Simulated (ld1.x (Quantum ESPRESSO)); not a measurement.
## palladium, TM: configuration errors across variants

| Item | Value |
| --- | --- |
| Element | Pd |
| Generator | ld1.x (Quantum ESPRESSO) 7.5 |
| Type | norm-conserving Troullier–Martins (Kleinman–Bylander form) |
| Functional | PW91 |
| Relativity | non-relativistic |
| Frozen core | [Ar] 3d10 4s2 |
| Valence charge | 16 |
| Reference configuration | 4p6 4d10 5s0 5p0 |
| Partial waves | 4p (bound): rc 1.05 bohr; 4d (bound): rc 1.60 bohr; 5s (bound, empty): rc 2.25 bohr |
| Local potential | the s channel |
| Core correction | Bessel-smoothed model core, default radius (core density twice the valence density) |

All-electron excitation energies from the reference (eV): (1) 4p6 4d9 5s0 5p0 9.323; (2) 4p6 4d8 5s0 5p0 30.510; (3) 4p6 4d7 5s0 5p0 65.386; (4) 4p5 4d10 5s0 5p0 55.345; (5) 4p6 4d9.5 5s0 5p0 3.317; (6) 4p6 4d9 5s1 5p0 2.184; (7) 4p6 4d8 5s1 5p0 14.867.

Errors AE − PS in meV (a dash: test not solved or not reliable):

```tsv
change	(1)	(2)	(3)	(4)	(5)	(6)	(7)	bound ghosts
base	-61	-344	-950	-214	-12	-78	-331	none
all radii but the core radius scaled by about 0.74 (s 1.66, p 0.78, d 1.18 bohr)	-35	-216	-647	-155	-6.3	-3.9	+325	none
all radii but the core radius scaled by about 0.82 (s 1.84, p 0.86, d 1.32 bohr)	-46	-276	-794	-177	-8.7	-45	-124	none
all radii but the core radius scaled by about 0.90 (s 2.02, p 0.94, d 1.44 bohr)	-54	-315	-889	-196	-10	-63	-250	none
all radii but the core radius scaled by about 1.12 (s 2.52, p 1.18, d 1.78 bohr)	-61	-343	-938	-232	-12	-79	-336	none
all radii but the core radius scaled by about 1.16 (s 2.60, p 1.22, d 1.86 bohr)	-61	-341	-926	-244	-12	-78	-329	none
all radii but the core radius scaled by about 1.31 (s 2.94, p 1.38, d 2.10 bohr)	-60	-331	-883	-308	-12	-64	-262	none
all radii but the core radius scaled by about 1.39 (s 3.12, p 1.46, d 2.22 bohr)	-60	-330	-870	-350	-11	-49	-194	none
```

**Question.** Give the same row for: all radii but the core radius scaled by about 1.25 (s 2.82, p 1.32, d 2.00 bohr).

**Answer.** -60, -336, -909, -277, -12, -69, -287; bound ghosts: none.
